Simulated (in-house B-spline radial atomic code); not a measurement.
# The technetium ion Tc³⁺: [Kr] 4d3 6f1 (an excited or competing configuration)

Computed with a B-spline radial code for spherical atoms: Dirac-Hartree-Fock, average of configuration, Fermi nucleus of rms radius 4.41117 fm.

Effective charges: Z_r = [3n² - l(l+1)]/(2<r>) from the radius, Z_e = n√(-2ε) from the energy, and Slater's rules. Values are occupation-weighted means over j. An effective charge above Z reflects the relativistic contraction of the inner shells.

```
shell  electrons   ε (eV)  <r> (bohr)    Z_r    Z_e  Slater
   1s          2   -21219     0.03427  43.77  39.49   42.70
   2s          2  -3143.1      0.1489  40.28  30.40   38.85
   2p          6  -2812.6      0.1303  38.38  28.76   38.85
   3s          2  -617.67      0.4124  32.73  20.21   31.75
   3p          6  -505.97      0.4137  30.21  18.29   31.75
   3d         10  -324.49      0.3978  26.40  14.65   21.85
   4s          2  -132.28        1.05  22.86  12.47   15.25
   4p          6  -97.819       1.146  20.06  10.73   15.25
   4d          3  -52.633       1.444  14.55   7.87    6.30
   6f          1  -6.4336       11.01   4.36   4.13    4.00
```

The least bound orbital is 6f5/2 at -6.432 eV, and it is also the most diffuse (<r> = 11.01 bohr).

Spin-orbit splittings of the orbital energies (j = l + 1/2 above j = l - 1/2 when positive): 2p 119 eV, 3p 20.63 eV, 3d 3.912 eV, 4p 3.247 eV, 4d 0.3547 eV, 6f -0.001915 eV.

For the 1s electron the small component carries 2.46 % of the norm, the zero-frequency Breit interaction raises the level by 41.75 eV, self-energy by 22.92 eV, and vacuum polarisation lowers it by 2.692 eV.
